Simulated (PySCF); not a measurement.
C4H7Cl, SMILES C=CCCCl. Geometry: PBE-D3(BJ)/def2-SVP. Other conformers were not sampled.

These are PBE-D3(BJ)/def2-SVP (PySCF) values and carry that method's errors.

Harmonic wavenumbers (cm⁻¹): 84, 99, 213, 320, 424, 613, 741, 763, 905, 909, 951, 994, 1037, 1061, 1165, 1197, 1245, 1267, 1293, 1379, 1408, 1418, 1674, 2971, 3006, 3032, 3061, 3071, 3076, 3168. Rotational constants (GHz): 18.85, 1.399, 1.384; symmetry number 1.

**Question.** Work out the zero-point energy and the ideal-gas rigid-rotor harmonic-oscillator thermochemistry at 298.15 K and 1 atm.

**Answer.** ZPE = ½ Σ hcν = ½ × 42547 cm⁻¹ = 254.49 kJ/mol. H − E(el) = 273.36 kJ/mol. Entropy in J/(mol K): translation 164.94, rotation 111.21, vibration 55.58, total 331.73. G − E(el) = 174.46 kJ/mol. Cp = 95.99 J/(mol K). Modes under 150 cm⁻¹ make the vibrational entropy uncertain.
